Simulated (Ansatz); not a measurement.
The cluster Ta₂S₂⁺. Charge 1, multiplicity 2. Geometry r2SCAN-D4/def2-SVP; atoms count from 1.

| atom | x (Å) | y (Å) | z (Å) |
| --- | --- | --- | --- |
| Ta1 | 0.2348 | -0.7325 | -1.0106 |
| Ta2 | 0.3419 | 0.6430 | 0.9848 |
| S3 | -0.4831 | -1.5248 | 1.1061 |
| S4 | -0.0936 | 1.6143 | -1.0804 |

In the def2 sets Ta takes a core potential; there is no spin–orbit coupling. The charge 1 doublet is spin-contaminated (final ⟨S²⟩ up to 1.25, 0.75 for a pure state). Another isomer (doublet) lies 0.08 eV lower at PBE0-D4/def2-TZVP; other spin states weren't run for this one.

Q: Estimate the Mulliken populations from the PBE0/def2-TZVP orbitals of Ansatz.

A: 
```tsv
atom	charge (e)	spin (α − β)	d electrons
Ta1	0.80	1.48	3.25
Ta2	0.82	-0.75	3.24
S3	-0.31	0.14	–
S4	-0.31	0.14	–
```
Mulliken values depend strongly on the basis.

Q: Where does the spin sit?

A: Summed by element: Ta 0.73, S 0.27, of 1 unpaired in all. Largest on single atoms: Ta1 1.48, Ta2 -0.75, S3 0.14.

Q: And the Mayer bond orders between heavy atoms (over 0.3)?

A: Ta1–Ta2 1.96 (2.43 Å); Ta1–S3 1.12 (2.37 Å); Ta1–S4 1.12 (2.37 Å); Ta2–S3 1.32 (2.32 Å); Ta2–S4 1.32 (2.32 Å).
